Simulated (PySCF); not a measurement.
## AlPb: frontier orbitals

r²SCAN at R = 2.722 Å; PySCF, scalar-relativistic core potentials, basis sets Al def2-SVPD, Pb def2-SVPD with ECP60. State: ⁴Σ⁻ (quartet), unpaired electrons σ ↑, π ↑↑. Only the outer orbitals are listed, counted within each symmetry, core potentials removing the inner ones.

```json
{"spin": "α", "orbital": "7σ", "occ.": "1", "ε (eV)": "-13.20", "on Al (%)": "11", "main shells (%)": "88 Pb s"}
{"spin": "α", "orbital": "8σ", "occ.": "1", "ε (eV)": "-8.36", "on Al (%)": "75", "main shells (%)": "75 Al s, 16 Pb p, 8 Pb s"}
{"spin": "α", "orbital": "9σ", "occ.": "1", "ε (eV)": "-4.80", "on Al (%)": "55", "main shells (%)": "47 Al p, 42 Pb p"}
{"spin": "α", "orbital": "4π", "occ.": "1", "ε (eV)": "-4.72", "on Al (%)": "31", "main shells (%)": "68 Pb p, 28 Al p"}
{"spin": "α", "orbital": "4π", "occ.": "1", "ε (eV)": "-4.72", "on Al (%)": "31", "main shells (%)": "68 Pb p, 28 Al p"}
{"spin": "α", "orbital": "5π", "occ.": "0", "ε (eV)": "-2.31", "on Al (%)": "71", "main shells (%)": "68 Al p, 26 Pb p"}
{"spin": "α", "orbital": "5π", "occ.": "0", "ε (eV)": "-2.31", "on Al (%)": "71", "main shells (%)": "68 Al p, 26 Pb p"}
{"spin": "α", "orbital": "10σ", "occ.": "0", "ε (eV)": "-0.17", "on Al (%)": "37", "main shells (%)": "49 Pb s, 24 Al p, 14 Al d"}
{"spin": "β", "orbital": "7σ", "occ.": "1", "ε (eV)": "-11.67", "on Al (%)": "17", "main shells (%)": "84 Pb s, 11 Al s"}
{"spin": "β", "orbital": "8σ", "occ.": "1", "ε (eV)": "-7.19", "on Al (%)": "83", "main shells (%)": "84 Al s, 9 Pb p"}
{"spin": "β", "orbital": "9σ", "occ.": "0", "ε (eV)": "-3.04", "on Al (%)": "55", "main shells (%)": "50 Al p, 40 Pb p"}
{"spin": "β", "orbital": "4π", "occ.": "0", "ε (eV)": "-2.93", "on Al (%)": "55", "main shells (%)": "53 Al p, 45 Pb p"}
{"spin": "β", "orbital": "4π", "occ.": "0", "ε (eV)": "-2.93", "on Al (%)": "55", "main shells (%)": "53 Al p, 45 Pb p"}
```

Question: Which are the highest filled and the lowest empty level, where do they sit, and how wide is the gap?

Answer: Highest filled α 4π at -4.72 eV (in %: 68 Pb p, 28 Al p); lowest empty β 9σ at -3.04 eV (in %: 50 Al p, 40 Pb p); the gap at r²SCAN is 1.68 eV.

| Property | Result |
| --- | --- |
| bond order (Mayer) | 1.58 |
| ⟨S²⟩ | 3.758 |
| charge on Al (Mulliken, basis-dependent) | -0.03 |
| charge on Al (Löwdin, basis-dependent) | 0.01 |
| dipole moment (positive dipole means Al(−)Pb(+)) | -0.35 D |

Spin–orbit coupling is left out, which matters for elements this heavy, above all for dissociation energies. The state is the lowest determinant that a PBE0 search found; another state may lie lower at other levels.
